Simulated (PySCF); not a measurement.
## Krypton: a sound run and one with changed settings

Sound run: Kr²⁺ [Ar] 3d10 4s2 4p4, Kr³⁺ [Ar] 3d10 4s2 4p3. Computed with PySCF 2.14 in cc-pVDZ-PP with ECP10MDF (4s3p2d, 23 functions), with a scalar-relativistic core potential. In the sound run the correlated levels freeze 3s2 3p6 3d10 outside the core potential. The sound run starts from symmetry-adapted Hartree-Fock orbitals and uses a fine grid where one is needed.

Changed run: initial guess minao, at most 50 SCF cycles.

```tsv
species	method	sound run (hartree)	changed run (hartree)	converged
Kr²⁺	UHF	-460.84097	-460.84097	yes
Kr²⁺	B3LYP	-462.20845	-462.20845	yes
Kr²⁺	CCSD(T)	-460.92972	-460.92972	yes
Kr³⁺	BP86	-461.00121	-461.00121	yes
Kr³⁺	MP2	-459.64112	-459.64112	yes
```

Here the plain start reaches the same solutions.
